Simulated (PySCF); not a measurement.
Isomers of C2H8F3PSi2.

All values: PBE0/pcSseg-1 (PySCF) at GFN2-xTB geometries, gas phase, one conformer each.

Problem. Rank by the lowest Hirshfeld charge on any atom, highest value first.
A. `[F:1][C:2]([F:3])([F:4])[SiH2:5][CH2:6][SiH2:7][PH2:8]` with C2–Si5–C6–Si7 -171°, Si5–C6–Si7–P8 -49°, C6–Si7–P8–H -75° and -168°
B. `[CH3:1][SiH2:2][Si@@H:3]([PH2:4])[C:5]([F:6])([F:7])[F:8]` with C1–Si2–Si3–P4 65°, Si2–Si3–P4–H -51° and 42°
C. `[F:1][C:2]([F:3])([F:4])[CH2:5][SiH2:6][PH:7][SiH3:8]` with C2–C5–Si6–P7 -176°, C5–Si6–P7–Si8 -83°

Solution. C (-0.185 e), B (-0.210 e), A (-0.245 e).

Problem. Rank by HOMO energy, lowest first.
A. `[CH3:1][SiH2:2][Si@@H:3]([PH2:4])[C:5]([F:6])([F:7])[F:8]` with C1–Si2–Si3–P4 65°, Si2–Si3–P4–H -51° and 42°
B. `[CH3:1][CH2:2][Si@H:3]([PH2:4])[Si:5]([F:6])([F:7])[F:8]` with C1–C2–Si3–P4 -48°, C2–Si3–P4–H -161° and -69°
C. `[F:1][C:2]([F:3])([F:4])[CH2:5][SiH2:6][PH:7][SiH3:8]` with C2–C5–Si6–P7 -176°, C5–Si6–P7–Si8 -83°

Solution. B (-7.96 eV), A (-7.76 eV), C (-7.58 eV).

All values together:

```tsv
SMILES	μ (D)	HOMO (eV)	LUMO (eV)	lowest IAO charge (e)	highest IAO charge (e)	lowest Hirshfeld charge (e)	highest Hirshfeld charge (e)
FC(F)(F)C[SiH2]P[SiH3]	2.41	-7.58	-0.19	-0.588 (C)	+0.810 (C)	-0.185 (C)	+0.279 (Si)
FC(F)(F)[SiH2]C[SiH2]P	3.21	-7.80	-0.23	-0.825 (C)	+0.735 (Si)	-0.245 (C)	+0.324 (Si)
C[SiH2][Si@@H](P)C(F)(F)F	3.82	-7.76	-0.94	-0.705 (C)	+0.567 (C)	-0.210 (C)	+0.261 (Si)
CC[Si@H](P)[Si](F)(F)F	3.07	-7.96	-0.91	-0.526 (F)	+1.534 (Si)	-0.204 (F)	+0.483 (Si)
```

Conformers: `[F:1][C:2]([F:3])([F:4])[CH2:5][SiH2:6][PH:7][SiH3:8]` with C2–C5–Si6–P7 -176°, C5–Si6–P7–Si8 -83°; `[F:1][C:2]([F:3])([F:4])[SiH2:5][CH2:6][SiH2:7][PH2:8]` with C2–Si5–C6–Si7 -171°, Si5–C6–Si7–P8 -49°, C6–Si7–P8–H -75° and -168°; `[CH3:1][SiH2:2][Si@@H:3]([PH2:4])[C:5]([F:6])([F:7])[F:8]` with C1–Si2–Si3–P4 65°, Si2–Si3–P4–H -51° and 42°; `[CH3:1][CH2:2][Si@H:3]([PH2:4])[Si:5]([F:6])([F:7])[F:8]` with C1–C2–Si3–P4 -48°, C2–Si3–P4–H -161° and -69°.
